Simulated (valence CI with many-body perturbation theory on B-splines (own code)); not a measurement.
## Assign the levels of Al

Calculated by valence CI with perturbative core correlation (CI+MBPT): three valence electrons over a frozen Dirac-Fock core [Ne], a basis of 11 s, 11 p, 9 d, 7 f, 5 g, 2 h, 1 i functions for each j, with the one-electron correlation potential Σ1 (screened to all orders), the two-electron term Σ2, the three-electron term Σ3, Breit, model QED; selected single and double excitations, second order for the rest (own B-spline code, finite nucleus).

Against 21 measured levels this calculation errs by 47 cm⁻¹ on average and by 85 at most.

```tsv
No.	J	Parity	E (cm⁻¹)	g
1	1/2	odd	0.0	0.666
2	3/2	odd	112	1.334
3	1/2	even	25403	2.002
4	1/2	even	28935	2.670
5	3/2	even	28982	1.735
6	5/2	even	29058	1.601
9	1/2	odd	32988	0.666
10	3/2	odd	33004	1.334
11	1/2	even	37725	2.002
14	1/2	odd	40299	0.666
15	3/2	odd	40305	1.334
16	7/2	odd	41379	1.143
17	5/2	odd	41379	0.857
18	1/2	even	42186	2.002
```

Energies count from the lowest level. Strongly mixed levels and levels close to another of their J and parity are left out, so the numbers can have gaps.

**Question.** Give configuration and LS term of each level.

**Answer.** 1: 3s2 3p 2P°; 2: 3s2 3p 2P°; 3: 3s2 4s 2S; 4: 3s 3p2 4P; 5: 3s 3p2 4P; 6: 3s 3p2 4P; 9: 3s2 4p 2P°; 10: 3s2 4p 2P°; 11: 3s2 5s 2S; 14: 3s2 5p 2P°; 15: 3s2 5p 2P°; 16: 3s2 4f 2F°; 17: 3s2 4f 2F°; 18: 3s2 6s 2S.
